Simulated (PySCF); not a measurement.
# What a mistake does to a calculation on B2Cl2H cation

These are calculations, not measurements. The program is PySCF 2.14.0, an open-source quantum chemistry code, run on an isolated molecule that a program drew, which may never have been made. The molecule is B2Cl2H cation (charge +1, singlet), drawn as the SMILES string `Cl[B+]BCl`.

Each row is a Hartree-Fock (HF) and frozen-core CCSD(T) single point in the cc-pV(D+d)Z basis, meant for a local HF minimum. Run 1 is clean. Each other run has one planted mistake out of seven kinds, and not every kind appears here: one electron removed, one electron added, multiplicity raised by two, geometry at a saddle point, minimal basis STO-3G, one bond length entered in bohr, all coordinates scaled. The reference is restricted for singlets and unrestricted otherwise, and also for a bond in bohr. Adding or removing an electron swaps singlet and doublet. Electrons count all cores. HOMO and LUMO are orbital energies over both spins, the gradient is its largest component, and the lowest frequency (negative if imaginary) is given only where the gradient is small. Bond lengths are over the 4 bonds as drawn. T1 is the CCSD diagnostic: over 0.02 (restricted) or 0.045 (unrestricted) a single reference is doubtful.

Geometry of the clean run:
```xyz
5
B2Cl2H cation, angstrom
Cl   -2.9796   -1.1421   -4.0023
B    -2.2230   -0.4689   -2.7468
B    -1.3999    0.2355   -1.3844
Cl   -0.5834   -0.8713   -0.3723
H    -1.4424    1.4078   -1.2273
```

```
run,electrons,basis functions,<S^2>,HOMO (eV),LUMO (eV),gradient (hartree/bohr),lowest frequency (cm^-1),mean bond (Å),longest bond (Å),T1,HF (hartree),CCSD(T) (hartree),mistake
1,44,79,0.000,-17.33,-5.91,2.2e-05,103,1.5612,1.741,0.0197,-968.71337,-969.18312,no fault
2,44,79,0.000,-17.34,-6.12,4.9e-02,-,1.6580,1.849,0.0225,-968.69557,-969.16839,all coordinates scaled
3,43,79,0.763,-25.29,-14.44,2.6e-02,-,1.5612,1.741,0.0332,-968.13014,-968.58123,one electron removed
4,44,29,0.000,-16.63,-4.62,4.1e-02,-,1.5612,1.741,0.0236,-958.24293,-958.37061,minimal basis STO-3G
5,45,79,0.759,-7.59,1.54,8.5e-02,-,1.5612,1.741,0.0175,-968.96112,-969.43677,?
```

**Which mistake was planted in run 5, and what did it cost?**

It counts 45 electrons, one more than the clean run, at the same geometry and basis. So the mistake is: one electron added. Subtracting run 1 and multiplying by 627.51 kcal/mol a hartree, the energy moved by -155.5 kcal/mol in HF and -159.2 kcal/mol in CCSD(T).

Cautions from the logs. Run 2: T1 is over the limit, so its CCSD(T) energy is less reliable; run 4: T1 is over the limit, so its CCSD(T) energy is less reliable.
